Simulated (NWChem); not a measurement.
System: C₃H₈BF; SMILES CCB(C)F

Output (shortened):

```
             Northwest Computational Chemistry Package (NWChem) 7.3.0
             --------------------------------------------------------

 C1  symmetry detected

                             Geometry "geometry" -> ""
                             -------------------------

 Output coordinates in angstroms (scale by  1.889725989 to convert to a.u.)

  No.       Tag          Charge          X              Y              Z
 ---- ---------------- ---------- -------------- -------------- --------------
    1 B                    5.0000    -0.02752767     0.55418352    -0.00065406
    2 F                    9.0000    -1.37681385     0.51437578    -0.00188498
    3 C                    6.0000     0.64401298     1.97802691     0.00336650
    4 H                    1.0000     0.30533972     2.55368658     0.89222563
    5 H                    1.0000     0.29903567     2.56229215    -0.87734629
    6 H                    1.0000     1.75065007     1.95808814    -0.00036874
    7 C                    6.0000     0.76296804    -0.80920271    -0.00602038
    8 C                    6.0000    -0.05647901    -2.10237983     0.00486784
    9 H                    1.0000     1.47065357    -0.76955967     0.85633144
   10 H                    1.0000     1.44706122    -0.77070943    -0.88764873
   11 H                    1.0000    -0.72611943    -2.16418497    -0.87697267
   12 H                    1.0000    -0.70603448    -2.16185562     0.90180656
   13 H                    1.0000     0.58536454    -3.00672301    -0.00107581

 Effective nuclear repulsion energy (a.u.)     165.2569704267

                                 NWChem DFT Module
                                 -----------------

 Summary of "ao basis" -> "ao basis" (spherical)
 ------------------------------------------------------------------------------
       Tag                 Description            Shells   Functions and Types
 ---------------- ------------------------------  ------  ---------------------
 B                          def2-svp                 6       14   3s2p1d
 F                          def2-svp                 6       14   3s2p1d
 C                          def2-svp                 6       14   3s2p1d
 H                          def2-svp                 3        5   2s1p

            General Information
            -------------------
          SCF calculation type: DFT
          Wavefunction type:  closed shell.
          No. of atoms     :    13
          No. of electrons :    40
           Alpha electrons :    20
            Beta electrons :    20
          Charge           :     0
          Spin multiplicity:     1
          Use of symmetry is: off; symmetry adaption is: off
          Maximum number of iterations: 150
          AO basis - number of functions:   110
                     number of shells:    54
          Convergence on energy requested:  1.00D-06
          Convergence on density requested:  1.00D-05
          Convergence on gradient requested:  5.00D-04

              XC Information
              --------------
                         B3LYP Method XC Potential
                     Hartree-Fock (Exact) Exchange  0.200
                        Slater Exchange Functional  0.800 local
                    Becke 1988 Exchange Functional  0.720 non-local
              Lee-Yang-Parr Correlation Functional  0.810
                  VWN I RPA Correlation Functional  0.190 local

             Grid Information
             ----------------
          Grid used for XC integration:  medium
          Radial quadrature: Mura-Knowles
          Angular quadrature: Lebedev.
          Tag              B.-S. Rad. Rad. Pts. Rad. Cut. Ang. Pts.
          ---              ---------- --------- --------- ---------
          B                   0.85       49          10.0       434
          F                   0.50       49          11.0       434
          C                   0.70       49          12.0       434
          H                   0.35       45          13.0       434
          Grid pruning is: on
          Number of quadrature shells:   605
          Spatial weights used:  Erf1

      Superposition of Atomic Density Guess
      -------------------------------------

 Sum of atomic energies:        -240.66516969

      Non-variational initial energy
      ------------------------------

 Total energy =    -243.409066
 1-e energy   =    -653.875736
 2-e energy   =     245.209700
 HOMO         =      -0.346935
 LUMO         =       0.038178

   convergence    iter        energy       DeltaE   RMS-Dens  Diis-err
 ---------------- ----- ----------------- --------- --------- ---------
 d= 0,ls=0.0,diis     1   -243.6640054690 -4.09D+02  1.13D-02  5.13D-01
 d= 0,ls=0.0,diis     2   -243.6742971248 -1.03D-02  5.63D-03  6.57D-01
 d= 0,ls=0.0,diis     3   -243.7263243363 -5.20D-02  1.25D-03  4.57D-02
 d= 0,ls=0.0,diis     4   -243.7296987083 -3.37D-03  3.18D-04  2.19D-03
 d= 0,ls=0.0,diis     5   -243.7299464681 -2.48D-04  8.18D-05  1.26D-04
  Resetting Diis
 d= 0,ls=0.0,diis     6   -243.7299631486 -1.67D-05  1.67D-05  1.99D-06
 d= 0,ls=0.0,diis     7   -243.7299633916 -2.43D-07  7.88D-06  2.59D-07

         Total DFT energy =     -243.729963391610
      One electron energy =     -659.019991290344
           Coulomb energy =      283.806189598344
    Exchange-Corr. energy =      -33.773132126353
 Nuclear repulsion energy =      165.256970426742

 Numeric. integr. density =       39.999996184114

                       DFT Final Molecular Orbital Analysis
                       ------------------------------------

[...]
```

Level: B3LYP/def2-SVP, vertical spin-unrestricted ions. Geometry: optimised at PBE-D3(BJ)/def2-SVP. Not confirmed as a minimum by frequencies.

Task: Which NWChem input produces such a log?

Result: This is not unique; one that fits is the input that was run:
```
start job
memory heap 200 mb stack 900 mb global 1100 mb
geometry units angstroms noautoz
  B     -0.029749     0.557083    -0.003669
  F     -1.379124     0.520389    -0.003551
  C      0.645079     1.979376    -0.001990
  H      0.308595     2.556871     0.886510
  H      0.300599     2.563390    -0.883064
  H      1.751663     1.956878    -0.006769
  C      0.757593    -0.808130    -0.008176
  C     -0.064825    -2.099398     0.005041
  H      1.466202    -0.769097     0.853445
  H      1.440920    -0.772263    -0.890509
  H     -0.735459    -2.160704    -0.876079
  H     -0.713648    -2.156309     0.902676
  H      0.574924    -3.005227    -0.000446
end
basis spherical
  * library def2-svp
end
dft
  xc b3lyp
  iterations 150
  vectors input atomic output neutral.movecs
end
task dft energy
charge 1
dft
  odft
  mult 2
  vectors input atomic output cation.movecs
end
task dft energy
```
